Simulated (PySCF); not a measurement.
Precursor series Zr OH-H. Gas-phase values, no solvent. One relaxed conformer stands for each flexible species; it need not be the lowest.

The numbers are results of PBE-D3(BJ)/def2-TZVP // PBE-D3(BJ)/def2-SVP (PySCF), not measurements. All candidates: neutral, multiplicity 1. 

The LUMO is -1.08 eV. The HOMO is -6.23 eV and the HOMO–LUMO gap comes out as 5.15 eV.

### Question
Which member has these values?
A. [Zr(OH)2(H)2]
B. [Zr(H)4]
C. [Zr(OH)3(H)]
D. [Zr(OH)(H)3]

### Answer
C, [Zr(OH)3(H)]. The others give [Zr(OH)(H)3]: -2.73 eV, -6.70 eV, 3.97 eV; [Zr(OH)2(H)2]: -2.29 eV, -6.30 eV, 4.01 eV; [Zr(H)4]: -3.52 eV, -7.20 eV, 3.69 eV
